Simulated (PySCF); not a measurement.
**O⁺: ionisation energy**

O⁺ [He] 2s2 2p3 (4S) → O²⁺ [He] 2s2 2p2 (3P), as a difference of total energies. Calculation: PySCF 2.14, in def2-SVP (3s2p1d, 14 functions); no relativity, point nucleus. Correlated levels: valence: 1s2 frozen. The calculations carry no spin-orbit coupling.

```csv
method,ionisation energy (eV)
UHF,34.727
TPSS,35.409
M06-L,35.365
MP2 (valence),35.110
SCS-MP2 (valence),34.912
CCSD (valence),34.897
CCSD(T) (valence),34.896
```

Q: How much does correlation contribute at CCSD(T) (valence)?

A: 34.896 − (34.727) = 0.169 eV, measured against UHF.

Errors of the correlated levels include the incompleteness of this basis and the frozen core.

For comparison: 35.121 eV (measured; NIST Atomic Spectra Database, ionization energies).
